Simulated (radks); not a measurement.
Values are calculated unless marked as measured or tabulated.
Species: Sn XXXVII. Configuration: [Ne] 3s2 3p2.

Level of theory: scalar-relativistic Kohn-Sham, PBE, spin-polarised, spherical densities, finite nucleus; open shells are filled with parallel spins first (spin-orbit coupling, left out, can overturn this in heavy ions); Fermi nuclear charge, rms radius 4.6519 fm (a radial shooting solver on a logarithmic mesh with Libxc functionals).

Energy parts (Ry):
part                        energy
total                 -10190.21915
kinetic                10722.33939
electron-nucleus      -22101.32952
Hartree                 1382.35319
exchange-correlation    -193.58221

Orbitals (lengths in bohr, moments of r in powers of bohr; r(max) is where P^2 peaks):
| orbital | occ. | eigenvalue (Ry) | <r> | <r^2> | r(max) |
|---|---|---|---|---|---|
| 1s up | 1 | -2287.824 | 0.02905 | 0.001142 | 0.01877 |
| 1s down | 1 | -2287.498 | 0.02904 | 0.001142 | 0.01877 |
| 2s up | 1 | -470.2799 | 0.1237 | 0.01800 | 0.1054 |
| 2s down | 1 | -470.0221 | 0.1237 | 0.01798 | 0.1054 |
| 2p up | 3 | -438.9438 | 0.1078 | 0.01412 | 0.08424 |
| 2p down | 3 | -438.5847 | 0.1078 | 0.01411 | 0.08429 |
| 3s up | 1 | -184.4067 | 0.3012 | 0.1031 | 0.2852 |
| 3s down | 1 | -183.1620 | 0.3017 | 0.1035 | 0.2852 |
| 3p up | 2 | -174.5336 | 0.2919 | 0.09820 | 0.2744 |
| 3p down | 0 | -173.2952 | 0.2923 | 0.09850 | 0.2743 |
| 3d up | 0 | -162.6304 | 0.2579 | 0.07662 | 0.2189 |
| 3d down | 0 | -161.6107 | 0.2575 | 0.07648 | 0.2177 |
| 4s up | 0 | -97.00813 | 0.5630 | 0.3564 | 0.5681 |
| 4s down | 0 | -96.55539 | 0.5643 | 0.3581 | 0.5693 |
| 4p up | 0 | -92.95211 | 0.5606 | 0.3560 | 0.5666 |
| 4p down | 0 | -92.51034 | 0.5620 | 0.3578 | 0.5678 |

The highest occupied level is 3p up at -2374.7 eV. The spin density at the nucleus is -9.16 e/bohr^3 (1s -16.83, 2s -0.62, 3s 8.29).
